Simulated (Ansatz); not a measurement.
Breaking the C2–H6 bond in CH6Sn (SMILES [CH3][SnH3]) (multiplicity 1 held, fragments rigid). Energies count from the point at 1.089 Å.
Geometry at that point (charge 0, multiplicity 1):
```xyz
8

Sn    -0.30086     0.03246    -0.00631
C      1.84448    -0.19897     0.03870
H     -0.97629    -0.97576    -1.21696
H     -0.71003     1.66120    -0.35004
H     -0.97129    -0.39875     1.51123
H      2.09941    -1.23461     0.25727
H      2.26881     0.44304     0.80881
H      2.26563     0.07595    -0.92689
```

R- and RO- levels are restricted; in cc, def2 and unpolarised 6-31G sets they are followed outwards from rest. U- levels take the lowest unrestricted solution at each point, which mixes spins at long bonds. Levels need not reach the same state.

Frozen-core correlation. Filled d and f shells under p-block atoms count as core.

Codes used: Ansatz (Gaussian basis) for Hartree–Fock, density functionals and correlated methods. Values without a source in brackets are computed. In def2 rows elements past Kr take small-core potentials, without spin–orbit coupling.

Q: One of these levels gives 111.88 kcal/mol for the energy at R = 3.484 Å. Which?
A. R-MP2/def2-SVP
B. R-HF/def2-SVP
C. U-CCSD/def2-SVP

A: C, U-CCSD/def2-SVP. The others give 187.63 (R-HF/def2-SVP), 149.24 (R-MP2/def2-SVP)

Doubts at one or more of the structures used: a restricted determinant that unrestricted orbitals would lower (R-HF/def2-SVP, R-MP2/def2-SVP); a spin-contaminated determinant (U-CCSD/def2-SVP).

Ansatz is a quantum-chemistry and plane-wave program.
